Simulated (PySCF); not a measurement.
Several orderings of computed values.

All species are isolated and taken at one optimised geometry (atoms past krypton carry core potentials, spin–orbit coupling is left out); the electronic structure was computed with PySCF and density fitting.

The conformers computed, where there is a choice (atom-mapped SMILES and torsion angles):
- `[CH2:1]=[CH:2][B@@H-:3]1[O:4][CH:5]=[CH:6][CH:7]=[O+:8]1`: C1–C2–B3–O4 122°
- `[CH3:1]/[CH:2]=[C:3](/[O:4][CH3:5])[C:6](=[O:7])[Cl:8]`: C2–C3–O4–C5 0°, C2–C3–C6–O7 1°
- `[CH3:1][O:2][GeH:3]([O:4][CH3:5])[CH:6]1[CH2:7][CH2:8]1`: C1–O2–Ge3–O4 -131°, O2–Ge3–O4–C5 50°, O2–Ge3–C6–C7 76°
- `[CH2:1]=[CH:2][CH2:3][O:4][Ge@@H:5]([CH3:6])[O:7][CH3:8]`: C1–C2–C3–O4 -113°, C2–C3–O4–Ge5 -50°, C3–O4–Ge5–C6 -156°, O4–Ge5–O7–C8 157°
- `[CH3:1]/[CH:2]=[CH:3]\[C:4]#[C:5][B:6]([OH:7])[OH:8]`: H–O7–B6–C5 0°, H–O8–B6–C5 180°
- `[CH3:1][C:2]1=[CH:3][C:4]/1=[CH:5]\[B:6]([OH:7])[OH:8]`: C4–C5–B6–O7 -179°, H–O7–B6–C5 180°, H–O8–B6–C5 180°
- `[OH:1][B:2]([OH:3])[C:4]1=[CH:5][CH2:6][CH:7]=[CH:8]1`: O1–B2–C4–C5 -178°, H–O1–B2–O3 1°, H–O3–B2–O1 1°
- `[CH:1]#[C:2]/[C:3]([CH3:4])=[CH:5]\[B:6]([OH:7])[OH:8]`: C3–C5–B6–O7 179°, H–O7–B6–C5 0°, H–O8–B6–C5 180°

The conformers of `CC(C)[C@H]1C[O][GeH2][O]1` aren't listed.

**Question.** Rank by lowest singlet excitation, lowest first (TDDFT B3LYP/def2-SVPD at PBE0-D3(BJ)/def2-SVP geometries).
A. `C(C)([C@H]1C[O][GeH2][O]1)C`
B. `C=C[B@@H-]1OC=CC=[O+]1`
C. `C[O][GeH]([O]C)[CH]1CC1`
D. `C/C=C(\C(=O)Cl)OC`

**Answer.** B (3.26 eV), D (4.45 eV), A (5.99 eV), C (6.74 eV).

**Question.** Give the two extremes of that set as wavelengths.

**Answer.** `C=C[B@@H-]1OC=CC=[O+]1`: 380 nm; `C[O][GeH]([O]C)[CH]1CC1`: 184 nm.

**Question.** Rank by static isotropic polarisability, highest first (B3LYP/def2-SVPD at PBE0-D3(BJ)/def2-SVP geometries).
A. `C/C=C(/OC)C(=O)Cl`
B. `C[O][GeH]([O]C)[CH]1CC1`
C. `C/C=C\C#CB(O)O`
D. `CC1=CC/1=C\B(O)O`
E. `C=CC[O][Ge@@H]([CH3])[O]C`

**Answer.** E (101.1 au), B (96.9 au), C (90.5 au), A (87.4 au), D (85.3 au).

**Question.** Rank by lowest triplet excitation (Tamm–Dancoff), highest first (TDA B3LYP/def2-SVPD at PBE0-D3(BJ)/def2-SVP geometries).
A. `C[O][GeH]([O]C)[CH]1CC1`
B. `C#C/C(C)=C\B(O)O`
C. `OB(O)C1=CCC=C1`
D. `C[O][Ge@@H]([O]CC=C)[CH3]`

**Answer.** A (6.49 eV), D (4.39 eV), B (3.16 eV), C (2.93 eV).

**Question.** By how much do the two ends of that ranking differ?

**Answer.** By 3.56 eV, between `C[O][GeH]([O]C)[CH]1CC1` and `OB(O)C1=CCC=C1`.

**Question.** Rank by smallest rotational constant, lowest first (PBE0-D3(BJ)/def2-SVP).
A. `[O](C)[Ge@H]([CH3])[O]CC=C`
B. `OB(O)C1=CCC=C1`
C. `O1[B@@H-](C=C)[O+]=CC=C1`
D. `C1C[CH]1[GeH]([O]C)[O]C`

**Answer.** A (0.754 GHz), D (0.874 GHz), B (1.082 GHz), C (1.635 GHz).

**Question.** Rank by vertical ionisation energy, lowest first (ΔSCF B3LYP/def2-SVPD at PBE0-D3(BJ)/def2-SVP geometries).
A. `C[O][GeH]([O]C)[CH]1CC1`
B. `CC1=CC/1=C\B(O)O`
C. `[NH]=[W](=[NH])([Br])[Br]`
D. `OB(O)C1=CCC=C1`
E. `C/C=C(/OC)C(=O)Cl`
F. `C=C[B@@H-]1OC=CC=[O+]1`

**Answer.** B (7.75 eV), D (8.19 eV), F (8.87 eV), E (9.07 eV), A (9.28 eV), C (9.82 eV).

**Question.** Rank by electronic spatial extent ⟨r²⟩ about the centre of nuclear charge, lowest first (B3LYP/def2-SVPD at PBE0-D3(BJ)/def2-SVP geometries).
A. `C(#CB(O)O)/C=C\C`
B. `C1=C(B(O)O)C=CC1`
C. `B(O)(O)/C=C1C(=C/1)C`
D. `[GeH]([O]C)([O]C)[CH]1CC1`
E. `C/C=C(/OC)C(=O)Cl`
F. `C=C[B@@H-]1OC=CC=[O+]1`
G. `C#C/C(C)=C\B(O)O`

**Answer.** F (842 bohr²), B (1042 bohr²), G (1144 bohr²), E (1276 bohr²), C (1322 bohr²), D (1465 bohr²), A (1535 bohr²).

**Question.** Give the two extremes of that set in Å².

**Answer.** `C=C[B@@H-]1OC=CC=[O+]1`: 236 Å²; `C/C=C\C#CB(O)O`: 430 Å².
